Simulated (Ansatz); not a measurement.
Program: Ansatz. Geometries: PBE0-D4/def2-TZVP. ΔE: electronic, gas phase. CCSD(T)/CBS adds triple-zeta CCSD(T) − MP2 to the extrapolated MP2 energy (def2 sets, frozen cores). This one scheme is used for every species, atoms too. Functionals use def2-TZVPP. Open shells (•) are unrestricted, without spin–orbit coupling. Spin–orbit coupling would lower the free atoms: a little for C, O, S, Si. One conformer a species, not always the lowest.

Consider the atomization: `OCO[SiH2]S` → C• + 6 H• + 2 O• + S• + Si•.

`OCO[SiH2]S`:

Cartesian coordinates in Å:
```
O 0.773 -0.238 1.490
C -0.434 0.416 1.234
O -0.453 1.031 -0.022
Si 0.031 0.251 -1.394
S -0.682 -1.753 -1.516
H 1.465 0.422 1.596
H -0.637 1.199 1.971
H -1.205 -0.357 1.289
H 1.509 0.256 -1.499
H -0.587 0.989 -2.516
H 0.221 -2.215 -0.634
```

```
             level  ΔE (kcal/mol)
         r2SCAN-D4          938.1
SCS-MP2/def2-QZVPP          942.1
```

Q: What does CCSD(T)/CBS give? (An estimate is asked.)

A: Ansatz gave: +939.2 kcal/mol. The listed levels differ from it by -1.1, 2.9 kcal/mol.

Largest T1 diagnostic among the species: 0.012.

The D4 term adds +9.5 kcal/mol with B3LYP and +5.0 kcal/mol with PBE0; it sums over pairs of atoms, weighted by their polarisabilities, and B3LYP, whose exchange is more repulsive, gets the larger term. In def2-TZVPP, CCSD(T) changes the Hartree–Fock value by +250.6 kcal/mol (the triples alone add +14.9 kcal/mol) and MP2 by +267.4 kcal/mol; breaking electron pairs costs correlation energy, which Hartree–Fock lacks. From PBE to PBE0 (25 % exact exchange), in def2-TZVPP and without D4, ΔE moves by −18.3 kcal/mol: exact exchange takes away binding that semilocal exchange gives to molecules.

B3LYP here is the variant with VWN-RPA as its local correlation; programs differ in this.

For atomizations the MP2-based limit and the directly extrapolated one differ by several kJ/mol either way, and by 10 to 25 for some Ge, Se and Sn compounds, so smaller differences from it don't rank the levels.
